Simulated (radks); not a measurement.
Q: Method: scalar-relativistic Kohn-Sham, LDA (Slater exchange, Perdew-Wang correlation), spin-polarised, spherical densities, finite nucleus; open shells are filled with parallel spins first (spin-orbit coupling, left out, can overturn this in heavy ions); Fermi nuclear charge, rms radius of each element as measured or else 0.836 A^(1/3) + 0.57 fm; computed with a radial shooting solver on a logarithmic mesh with Libxc functionals. Response by self-consistent Sternheimer equations with the Hartree and adiabatic LDA kernel, the relativistic mass of each level held fixed and spin-orbit coupling left out. For heavy and open-shell atoms this level of theory can miss by tens of per cent. Estimate the static dipole polarisabilities of Yb+ ([Xe] 4f14 6s1) and O ([He] 2s2 2p4) and the C6 coefficients of the three pairs.

A: alpha = 54.05 and 5.999 bohr^3; C6 = 408.4 (Yb+-Yb+), 75.96 (Yb+-O), 18.14 (O-O) hartree bohr^6.
